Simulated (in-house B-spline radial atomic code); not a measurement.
## RPA and G0W0 on LDA exchange-only: Ne VIII (Ne7+)

Configuration [He] 2s1, highest spin, mean-field start LDA exchange-only. Computed with a B-spline radial code for spherical atoms: all electrons, non-relativistic, point nucleus, each spin shell either full or empty, empty states to l = 9 with an (l + 1/2)⁻⁴ tail; G0W0 by contour deformation at full frequency.

Command:
```bash
python run_gw.py task.json out
```
Settings (radii: box in bohr, nucleus in fm):
```
Z                        10
electrons                3
configuration            [He] 2s1
hamiltonian              nr
method                   lda,
lmax                     9
spin_polarised           True
box_radius               8.41
intervals                44
ion_configuration        1s2
```

Time taken, with all properties: 1.1 s on 1 thread of Arm Neoverse N1 (shared host).

Energies (hartree):

```csv
term,value
mean-field total,-101.72627
Hartree-Fock functional on these orbitals,-102.62724
direct second order,-0.20215
second-order exchange,0.14974
SOSEX correction,0.11982
```

Task: What is the RPA correlation energy, and what remains with SOSEX?

Result: RPA gives -0.17026 hartree (-1.54 eV per electron); RPA + SOSEX gives -0.050432, and the second-order doubles -0.052407 hartree (no singles). SOSEX takes back 70 % of the RPA value.

Quasi-particle levels (eV):

```tsv
level	occupied	mean field	Σx - vxc	Σc	QP weight	G0W0
2s up	yes	-223.84	-14.89	?	?	?
1s down	yes	-1076.30	-69.54	3.66	0.965	-1142.18
1s up	yes	-1078.83	-71.70	4.06	0.938	-1146.47
2s down	no	-209.42	6.30	-4.17	0.910	-207.29
```

G0W0 = mean field + (Σx - vxc) + Σc, with Σc (partial-wave tail included) taken at the quasi-particle energy.

Task: Where does G0W0 put 2s up?

Result: At -241.06 eV, with Σc = -2.32 eV and a quasi-particle weight of 0.961. The tabulated removal energy is 239.097 ± 0.0019 eV (NIST, semi-empirical).

Task: What does it cost to remove one electron (to 1s2) by differences of total energies, each species on its own start (correlation terms add to the Hartree-Fock functional)?

Result: LDA exchange-only 237.18 eV, Hartree-Fock functional 238.62 eV, + RPA 240.77 eV, + RPA + SOSEX 238.75 eV, + second order 238.77 eV. Tabulated: 239.097 ± 0.0019 eV (NIST, semi-empirical).
